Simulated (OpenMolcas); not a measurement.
# C2+: effect of the basis set

| Item | Value |
| --- | --- |
| Program | OpenMolcas 26.06 |
| Method | SS-CASPT2, IPEA 0.25 Eh, imaginary shift 0.1 Eh (closed shells correlated: 1s) |
| Active space | 2 electrons in 8 orbitals (2s 2p 3s 3p) |
| State averaging | 2S+1 = 3 even, 3 roots; 2S+1 = 1 even, 7 roots; 2S+1 = 3 odd, 3 roots; 2S+1 = 1 odd, 3 roots |
| Spin-orbit coupling | state interaction with AMFI integrals over the reference wave functions, term energies averaged over their components |

A. ANO-RCC-VTZP [4s3p2d1f], DKH2, point nucleus; CASPT2 step about 3 core-seconds
B. ANO-R2 [4s4p2d1f], X2C, finite nucleus; CASPT2 step roughly 3 core-seconds
C. ANO-RCC-VQZP [5s4p3d2f1g], DKH2, point nucleus; CASPT2 step about 4 core-seconds
D. ANO-RCC [8s8p4d3f2g], DKH2, point nucleus; CASPT2 step roughly 6 core-seconds

Energies in eV above 2s2 1S0, the measured ground level; measured values from Moore, Selected Tables of Atomic Spectra, NSRDS-NBS 3, section 3.

```tsv
Level	A	B	C	D	Measured
2s2 1S0	0.0000	0.0000	0.0000	0.0000	0.0000
2s 2p 3P* 0	6.486	6.517	6.485	6.509	6.4927
2s 2p 3P* 1	6.489	6.521	6.488	6.512	6.4956
2s 2p 3P* 2	6.496	6.527	6.495	6.519	6.5026
2s 2p 1P* 1	12.933	12.938	12.830	12.842	12.6900
2p2 3P0	17.063	17.108	17.030	17.085	17.0386
2p2 3P1	17.066	17.111	17.034	17.088	17.0422
2p2 3P2	17.072	17.118	17.040	17.095	17.0481
2p2 1D2	18.273	18.332	18.196	18.242	18.0863
2p2 1S0	22.804	22.815	22.659	22.692	22.6296
```

Deviations, from unrounded energies. A percentage is the sum of absolute deviations over the sum of measured energies, with the sign that they share, or ± where signs differ.

| Against measurement | Levels | A | B | C | D |
| --- | --- | --- | --- | --- | --- |
| mean absolute deviation (cm-1) | 9 | 620 | 860 | 290 | 500 |
| other configurations (%) | 9 | ±0.6 | +0.8 | ±0.3 | +0.5 |

C lies closest to measurement on these levels and B furthest from it. The largest miss of C in the table is 2s 2p 1P* 1, by +1100 cm-1. The ranking rests on the paired levels alone, and a cruder setting can come out closer through cancelling errors.

Among A to D the level of the table that moves most is 2p2 1S0, by 1300 cm-1 (lowest in C, highest in B). Moves below CASPT2's spread within the term are not significant.

CASPT2 breaks the degeneracy within a term, and the mean is taken; among the terms shown or strongly mixed into the levels shown the widest spread is 53 cm-1 (2p2 1D, D). Active for correlation alone: 3p 3s; no level in the range computed is led by a configuration that fills them, so any true level of that kind is missing. Computed and measured levels are paired by configuration, term and J; levels that our copy of the source lacks, or whose pairing is in doubt (as where it misses far off the trend of its configuration), stay unpaired and out of the deviations. Levels of configurations outside the active space are missing.

* marks odd parity.
